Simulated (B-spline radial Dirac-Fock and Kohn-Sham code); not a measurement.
Core and valence levels of Mo

System: the free molybdenum atom, [Kr] 4d5 5p1 (an excited configuration); nuclear rms radius 4.4091 fm (A = 98).

Model: Dirac-Fock (average of configuration) total-energy differences with a finite nucleus, the Breit interaction including its frequency dependence, and self-energy and vacuum-polarisation corrections. Program: an atomic code on a B-spline grid. Correlation energy is missing from these numbers. Energies are counted from the vacuum level.

All terms are in eV, carry their sign (relaxation lowers the binding energy) and add up to the binding energy; ⟨r⟩ is the mean radius of the orbital in the initial state.

```
subshell  −ε (Koopmans)  relaxation   Gaunt  retardation     QED  binding energy  ⟨r⟩ (bohr)
       K        20123.3      -60.44  -39.18         2.91  -18.09         20008.5       0.035
      L1         2918.7      -32.21   -3.20         0.15   -2.11          2881.3       0.153
      L2         2675.7      -35.12   -5.88         0.65    0.20          2635.6       0.131
      L3         2568.5      -34.37   -4.19         0.73   -0.02          2530.6       0.135
      M1          530.9      -13.20   -0.38         0.01   -0.39           516.9       0.426
      M2          437.0      -13.43   -0.77         0.08    0.04           422.9       0.421
      M3          418.7      -13.13   -0.48         0.10    0.00           405.1       0.431
      M4          253.6      -14.11   -0.13         0.00    0.04           239.4       0.412
      M5          250.1      -13.97   -0.01         0.00    0.03           236.2       0.415
      N1          81.32       -4.41   -0.05         0.00   -0.06           76.80       1.118
      N2          51.95       -3.92   -0.09         0.01    0.01           47.96       1.226
      N3          49.31       -3.76   -0.05         0.01    0.00           45.51       1.255
    N4,5           9.78       -2.12    0.01         0.00    0.00            7.67       1.902
    O2,3           3.14       -0.02    0.00         0.00    0.00            3.11       5.812
```

For the deepest level, K (1s), the Breit terms make up -0.181 % of the binding energy, QED -0.090 % and orbital relaxation -0.302 %.

Spin-orbit splittings: 2p 104.9 eV, 3p 17.75 eV, 3d 3.18 eV, 4p 2.45 eV.

Values without a named source are computed, but for edge energies of neutral atoms, which are taken from tables.
